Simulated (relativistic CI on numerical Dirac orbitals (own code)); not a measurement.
# Hyperfine structure of Cs⁹⁺, mass number 133

Computed by Dirac-Coulomb-Breit CI, orbitals from a KLI potential per configuration, QED by a radiative potential, unscaled Slater integrals (own radial code, finite nucleus).

Configurations in the expansion (outside the closed core [Ar] 3d10): 4s2 4p6 4d10, 4s2 4p6 4d9 4f, 4s2 4p6 4d9 5s, 4s2 4p6 4d9 5p, 4s2 4p5 4d10 4f, 4s2 4p6 4d9 5d, 4s2 4p6 4d9 6s, 4s2 4p6 4d9 6p, 4s2 4p6 4d9 5f, 4s 4p6 4d10 4f. Double excitations out of closed p, d and f shells are left out; levels of such configurations are missing from the list, as are those of other unlisted configurations, and high levels can miss mixing partners.

Nuclear spin I = 7/2, μ = 2.5778 μN, Q = -0.0034 b (tables of Stone and Pyykkö). The electronic factors are computed for point nuclear moments, without core polarisation or the Bohr-Weisskopf and QED corrections.

| Level | E (eV) | A (MHz) | B (MHz) |
| --- | --- | --- | --- |
| 4s2 4p6 4d9 5s 3D_3 | 66.5410 | 9384 | 13.6 |
| 4s2 4p6 4d9 5s 3D_2 | 67.0466 | -5522 | 9.42 |
| 4s2 4p6 4d9 5s 3D_1 | 68.8813 | -7963 | 5.21 |
| 4s2 4p6 4d9 5s 1D_2 | 69.3919 | 13890 | 11.9 |
| 4s2 4p6 4d9 5p 3P°_2 | 82.8064 | -602.9 | 4.96 |
| 4s2 4p6 4d9 5p 3F°_3 | 83.3429 | 3427 | 8.6 |
| 4s2 4p6 4d9 5p 3F°_2 | 85.3212 | 5587 | 8.25 |
| 4s2 4p6 4d9 5p 3P°_1 | 85.5176 | 719.6 | 0.133 |

Levels with J = 0, under 50 % of one LS term, or S terms without an open s electron are left out. Small factors come from cancelling terms and can be off by tens of per cent or more.

At this charge transitions that keep the count of f electrons are usually good to a few per cent. Levels and lines within the n = 5 or 6 shells can be off by up to 10 % or somewhat more, and those that change n by about 2 %, since core polarisation is missing. Levels that differ in their count of f electrons can be misplaced by several ten thousand cm⁻¹, since the correlation energy of f electrons is missing or only estimated; rates across such gaps can be off by orders of magnitude.

Question: Give the hyperfine levels of 4s2 4p6 4d9 5s 3D_3 relative to its centre of gravity.

Answer: With K = F(F + 1) − I(I + 1) − J(J + 1), E = AK/2 + B[¾K(K + 1) − I(I + 1)J(J + 1)]/[2I(2I − 1)J(2J − 1)]: F = 1/2: -126700, F = 3/2: -112600, F = 5/2: -89140, F = 7/2: -56300, F = 9/2: -14080, F = 11/2: 37530, F = 13/2: 98530 MHz.

LS names give the leading component of a level, which can be under half, so a name can repeat, a term be missing and a line seem to break the LS rules.
